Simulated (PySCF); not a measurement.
CH4Cl2OSn, SMILES [SnH]([O]C)([Cl])[Cl].

Geometry optimised at B3LYP-D3(BJ)/def2-SVP. The def2 effective core potentials stand for the cores of Sn; spin–orbit coupling is left out. The values are those of a single conformer.

These are TDA-PBE/def2-SVPD in PySCF values and carry that method's errors.

Vertical excitations.  State labels are in the subgroup Cs.

Computed excitation energies, oscillator strengths and character:
```csv
state,symmetry,energy (eV),λ (nm),f,main pairs
S1,A",3.75,331,0.005,HOMO→LUMO 99 %
S2,A',4.71,263,0.063,HOMO−1→LUMO 88 %
S3,A",4.90,253,0.018,"HOMO−2→LUMO 74 %, HOMO−3→LUMO 24 %"
S4,A",4.95,250,0.011,"HOMO−3→LUMO 75 %, HOMO−2→LUMO 23 %"
S5,A',5.08,244,0.024,HOMO−4→LUMO 96 %
S6,A',5.23,237,0.000,HOMO−5→LUMO 99 %
S7,A",5.72,217,0.005,HOMO→LUMO+2 99 %
S8,A',5.89,211,0.048,"HOMO→LUMO+1 79 %, HOMO−1→LUMO+2 13 %"
S9,A",6.22,199,0.000,HOMO−1→LUMO+1 98 %
S10,A',6.47,192,0.090,HOMO−1→LUMO+2 83 %
T1,A",3.51,353,0,HOMO→LUMO 100 %
T2,A',4.03,308,0,HOMO−1→LUMO 99 %
T3,A",4.49,276,0,HOMO−2→LUMO 99 %
T4,A',4.62,269,0,HOMO−4→LUMO 99 %
```
Triplets are in the Tamm–Dancoff approximation.
